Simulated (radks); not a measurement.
Results of a calculation; reference values are marked as such.
Effect of the nuclear size on the zirconium ion Zr+, [Kr] 4d2 5s1. Code: a radial shooting solver on a logarithmic mesh with Libxc functionals. Model: Dirac Kohn-Sham, exchange-only LDA, spin-unpolarised, spherical densities, finite nucleus; open shells are shared between the two j in proportion to 2j + 1; Fermi nuclear charge, rms radius 4.2694 fm. The rms radius is varied about that value; shifts are against it.

[
 {"rms radius (fm)": "3.7101", "total energy shift (eV)": "-0.267", "density at nucleus (e/bohr^3)": "7.543e+04", "1s1/2 shift (meV)": "-113", "2s1/2 shift (meV)": "-11.9"},
 {"rms radius (fm)": "4.0303", "total energy shift (eV)": "-0.118", "density at nucleus (e/bohr^3)": "7.482e+04", "1s1/2 shift (meV)": "-50.0", "2s1/2 shift (meV)": "-5.25"},
 {"rms radius (fm)": "4.2694", "total energy shift (eV)": "0", "density at nucleus (e/bohr^3)": "7.44e+04", "1s1/2 shift (meV)": "0.000", "2s1/2 shift (meV)": "0.000"},
 {"rms radius (fm)": "4.5768", "total energy shift (eV)": "0.161", "density at nucleus (e/bohr^3)": "7.39e+04", "1s1/2 shift (meV)": "68.1", "2s1/2 shift (meV)": "7.15"},
 {"rms radius (fm)": "4.7732", "total energy shift (eV)": "0.269", "density at nucleus (e/bohr^3)": "7.359e+04", "1s1/2 shift (meV)": "114", "2s1/2 shift (meV)": "12.0"}
]

Slopes of the eigenvalues against <r^2> in GHz/fm^2, as finite differences over the two radii next to the reference (eigenvalue slopes, not the field-shift constants of lines): 1s1/2 6070, 2s1/2 638.
